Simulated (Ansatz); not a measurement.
Consider the substitution at a C–Si bond: `C=C[SiH](Cl)C=C` + `C[SiH2]O` → `C=CO[SiH2]C` + `C=C[SiH2]Cl`.

Gas-phase electronic energies from Ansatz, PBE0-D4/def2-TZVP geometries. CBS: MP2 limit from def2 TZ/QZ plus the TZ coupled-cluster correction, frozen cores. This one scheme is used for every species. DFT in def2-TZVPP. One conformer a species, not always the lowest.

`C=C[SiH](Cl)C=C`:

```xyz
13

C    -1.785    0.648   -1.351
C    -1.233    0.521   -0.148
Si    0.551    0.908    0.154
Cl    0.712    2.358    1.618
C     1.492   -0.579    0.734
C     0.987   -1.809    0.687
H    -1.213    0.995   -2.207
H    -2.830    0.418   -1.538
H    -1.852    0.178    0.679
H     1.137    1.484   -1.082
H     2.499   -0.442    1.122
H    -0.014   -2.003    0.311
H     1.549   -2.678    1.020
```

`C[SiH2]O`:

Z-matrix (Å, degrees):
```
C
Si 1 1.863
H 1 1.093 2 111.0
H 1 1.094 2 110.2 3 119.8
H 1 1.093 2 111.5 3 -120.7
O 2 1.652 1 112.6 3 57.7
H 2 1.492 1 108.9 3 -179.5
H 2 1.483 1 110.6 3 -59.4
H 6 0.957 2 117.7 1 68.6
```

`C=CO[SiH2]C`:

Cartesian coordinates in Å:
```
C 0.416 -1.884 -0.646
C -0.705 -1.648 0.024
O -0.978 -0.580 0.801
Si -0.024 0.763 1.035
C 0.090 1.799 -0.505
H 0.503 -2.791 -1.228
H 1.266 -1.212 -0.628
H -1.537 -2.346 -0.002
H 1.331 0.342 1.484
H -0.706 1.497 2.126
H -0.902 2.121 -0.828
H 0.691 2.691 -0.309
H 0.555 1.249 -1.326
```

`C=C[SiH2]Cl`:

Z-matrix (Å, degrees):
```
Si
C 1 1.848
Cl 1 2.061 2 110.3
H 1 1.483 2 111.9 3 118.2
H 1 1.483 2 109.2 3 -118.9
C 2 1.330 1 121.7 3 118.7
H 2 1.088 1 119.5 3 -61.9
H 6 1.087 2 121.7 1 -1.0
H 6 1.086 2 122.2 1 179.1
```

| level | ΔE (kcal/mol) |
| --- | --- |
| PBE | 13.5 |
| CCSD/CBS(def2) | 16.7 |

Problem. What does CCSD(T)/CBS give? (Best estimate.)

Solution. The calculation gave: +16.8 kcal/mol. The listed levels differ from it by -3.3, -0.1 kcal/mol.

Largest T1 diagnostic among the species: 0.012.

In def2-TZVPP, CCSD(T) changes the Hartree–Fock value by +2.1 kcal/mol (the triples alone add +0.1 kcal/mol) and MP2 by +3.5 kcal/mol. From PBE to PBE0 (25 % exact exchange), in def2-TZVPP and without D4, ΔE moves by +0.8 kcal/mol.
